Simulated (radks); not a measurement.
The numbers below are computed, except where a source is named.
How relativity changes the ionisation of the chromium ion Cr2+ ([Ar] 3d4) to Cr3+ ([Ar] 3d3). Spin-unpolarised spherical Kohn-Sham, PBE, point nucleus unless stated (finite: rms radius 3.6452 fm), a radial shooting solver on a logarithmic mesh with Libxc functionals. A level marked "c x" has the speed of light scaled by that factor and shares open shells by 2j + 1; other Dirac levels either fill j = l - 1/2 first or share by 2j + 1.

non-rel.: E(Cr2+) (hartree) -1043.18795; E(Cr3+) (hartree) -1042.05121; IE (eV) 30.932; HOMO 3d; <r> HOMO (bohr) 1.222
scalar-rel.: E(Cr2+) (hartree) -1049.68443; E(Cr3+) (hartree) -1048.55445; IE (eV) 30.748; HOMO 3d; <r> HOMO (bohr) 1.228
scalar-rel., finite nucleus: E(Cr2+) (hartree) -1049.68168; E(Cr3+) (hartree) -1048.55170; IE (eV) 30.748; HOMO 3d; <r> HOMO (bohr) 1.228
Dirac, 2j+1 shares: E(Cr2+) (hartree) -1049.69965; E(Cr3+) (hartree) -1048.56969; IE (eV) 30.748; HOMO 3d5/2; <r> HOMO (bohr) 1.230
Dirac, low j first: E(Cr2+) (hartree) -1049.70800; E(Cr3+) (hartree) -1048.57698; IE (eV) 30.777; HOMO 3d3/2; <r> HOMO (bohr) 1.226
Dirac, 2j+1 shares, finite nucleus: E(Cr2+) (hartree) -1049.69690; E(Cr3+) (hartree) -1048.56694; IE (eV) 30.748; HOMO 3d5/2; <r> HOMO (bohr) 1.230
Dirac, c x 0.75: E(Cr2+) (hartree) -1054.90351; E(Cr3+) (hartree) -1053.77877; IE (eV) 30.606; HOMO 3d5/2; <r> HOMO (bohr) 1.236
Dirac, c x 3: E(Cr2+) (hartree) -1043.90185; E(Cr3+) (hartree) -1042.76587; IE (eV) 30.912; HOMO 3d5/2; <r> HOMO (bohr) 1.223
Dirac, c x 10: E(Cr2+) (hartree) -1043.25210; E(Cr3+) (hartree) -1042.11543; IE (eV) 30.930; HOMO 3d5/2; <r> HOMO (bohr) 1.222

NIST Atomic Spectra Database: 30.96 eV (measured). The relativistic part of the total energy of Cr2+ is -6.509 hartree (Dirac, 2j+1 shares, finite nucleus), 0.62 % of the non-relativistic value. Spin polarisation and multiplet splitting of open shells are left out at every level.

Beside tabulated values, note that spin-unpolarised runs miss the spin-polarisation part of the exchange energy of open shells.
